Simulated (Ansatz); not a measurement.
Calculated with Ansatz (gas phase, PBE0-D4/def2-TZVP geometries, no zero-point term in ΔE). CBS: MP2 limit from def2 TZ/QZ plus the TZ coupled-cluster correction, frozen cores. Functionals use def2-TZVPP. For Se outer-core shells are correlated without core-valence functions, which leaves a few kJ/mol of doubt a bond. Scalar relativity is left out up to krypton. Each species was taken in one conformer, which may not be the lowest.

Reaction (ligand exchange at a B–C bond): `BC(B)O[SiH3]` + `Cl[SiH2][SeH]` → `B[Se][SiH2]Cl` + `BCO[SiH3]`

Question: Is it downhill or uphill in electronic energy at CCSD(T)/CBS, and by how much? (Best estimate.)

Answer: Ansatz gave: Downhill: ΔE = -77.0 kJ/mol.

Question: What do these levels give: r2SCAN-D4, ωB97M-V, r2SCAN, MP2/def2-TZVPP, MP2/def2-QZVPP, CCSD/CBS(def2)? (Best estimate.)

Answer: The calculation gave: r2SCAN-D4 -72.7, ωB97M-V -69.3, r2SCAN -73.0, MP2/def2-TZVPP -81.0, MP2/def2-QZVPP -80.3, CCSD/CBS(def2) -75.8 kJ/mol.

Largest T1 diagnostic among the species: 0.013.
